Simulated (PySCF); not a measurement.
# Excitation energy of Au⁺ by level of theory

Au⁺ [Xe] 4f14 5d10 (1S) → Au⁺ [Xe] 4f14 5d9 6s1 (3D), as a difference of total energies. Calculation: PySCF 2.14, in x2c-TZVPPall; scalar relativity by spin-free X2C-1e. Correlated levels: valence: [Xe] 4f14 frozen. The calculations carry no spin-orbit coupling.

```tsv
method	excitation energy (cm⁻¹)
UHF	16830
MP2 (valence)	21289
SCS-MP2 (valence)	21786
CCSD (valence)	20145
CCSD(T) (valence)	20445
```

A first-order spin-orbit estimate (lowest level to lowest level, LS coupling) adds -0.663 eV.

The basis was made for the ground configuration and has no added diffuse functions, so the excitation energy can come out too high.
